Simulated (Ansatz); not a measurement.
A geometry relaxed with Ansatz (a program for electronic structure) with B3LYP-D3(BJ)/def2-TZVP, charge 0, multiplicity 1:

```xyz
4

Br     1.9466    -0.8591     0.9002
Br    -0.2105     2.2107    -0.0779
Al     0.0000     0.0000     0.2046
Br    -1.7361    -1.3515    -0.2085
```

Question: Write the SMILES of this molecule.

Answer: `[Br][Al]([Br])[Br]`
